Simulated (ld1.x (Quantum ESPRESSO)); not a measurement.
## Before and after: PAW potential for germanium

ld1.x (Quantum ESPRESSO) 7.5 input, shortened:

```
&input
   title='Ge', zed=32., rel=1, dft='PBESOL', iswitch=3,
   config='[Ar] 3d10 4s2 4p2'
 /
 &inputp
   pseudotype=3, lpaw=.true., tm=.true., lloc=-1, rcloc=1.15,
   nlcc=.true., new_core_ps=.true., rcore=1.25,
   which_augfun='PSQ', rmatch_augfun_nc=.true.
 /
6
4S  1  0   2.00   0.00  1.45  1.70  0.0
4S  1  0   0.00   0.05  1.45  1.70  0.0
4P  2  1   2.00   0.00  1.70  1.90  0.0
4P  2  1   0.00   1.95  1.70  1.90  0.0
3D  3  2  10.00   0.00  1.35  1.45  0.0
3D  3  2   0.00   0.70  1.35  1.45  0.0
 &test
   configts(1)='3d10 4s2 4p2'
 /
```

Change: local potential all-electron potential smoothed inside 0.76 bohr (lloc = -1).

Cutoffs: the cutoffs (Ry, on a coarse ladder) from which the occupation-weighted sum of valence levels, in a spherical-Bessel basis at the reference potential, stays within 10 and 1 mRy of its value at 400 Ry; they do not see the model core or the augmentation charge, which bear on the density cutoff. Errors are all-electron minus pseudo energies relative to the spin-unpolarised reference configuration.

Task: What does the change do?

Result: The bound ghosts move from s to p, s; the number of tests that count goes from 6 to 7; of the 6 tests that both files solve, the error grows in 2 and shrinks in 1 by more than 15 % and 0.3 meV (median size 1.0 → 1.5 meV); the range in which the d phases agree narrows (upper end at the end of the scan → 1.6). A state that the projectors do not describe sees the local part alone, so a deeper or shallower local part can create or remove a ghost.

| quantity | base | changed |
| --- | --- | --- |
| cutoffs, loose and tight | 55 Ry, 100 Ry | not determined |
| bound ghosts | s | s, p (d not tested, overlap not positive) |
| tests counted (converged, no solver errors) | 6 of 7 | 7 of 7 |
| error for 3d10 4s2 4p1, meV [ΔE 7.45 eV] | -1.0 | -1.4 |
| error for 3d10 4s2 4p0, meV [ΔE 22.90 eV] | -3.8 | -3.3 |
| error for 3d10 4s1 4p0, meV [ΔE 57.69 eV] | -12 | -10 |
| error for 3d10 4s2 4p1.5, meV [ΔE 2.80 eV] | -0.4 | -0.6 |
| error for 3d10 4s1 4p3, meV [ΔE 7.98 eV] | -1.0 | -1.5 |
| error for 3d10 4s2 4p2.3, meV [ΔE -0.88 eV] | +0.1 | 0.0 |
| s: phases at 2.04 bohr within 0.05 rad from the reference energy up to (Ry; the scan ends near 5) | to the end of the scan | to the end of the scan |
| p: phases at 2.04 bohr within 0.05 rad from the reference energy up to (Ry; the scan ends near 5) | to the end of the scan | to the end of the scan |
| d: phases at 2.04 bohr within 0.05 rad from the reference energy up to (Ry; the scan ends near 5) | to the end of the scan | 1.6 |
| lowest overlap eigenvalue by channel | s 0.35, p 0.53, d 0.12 | s 0.18, p 0.41, d -0.52 |

Base: Tests not counted: 3d10 4s0 4p0 (solver errors, printed error -1713 eV). Changed file: the overlap operator is not positive definite in a basis up to 400 Ry (lowest eigenvalue d -0.52), so the file is unfit for use: the generalised eigenproblem breaks down once the basis is large enough, and its test numbers describe a broken file. A true bound ghost makes a file unfit for plane-wave use even where its test errors are small: the radial tests pick states by their node count and pass the ghost by. Where a test does run into it, the solver fails or the error is huge.
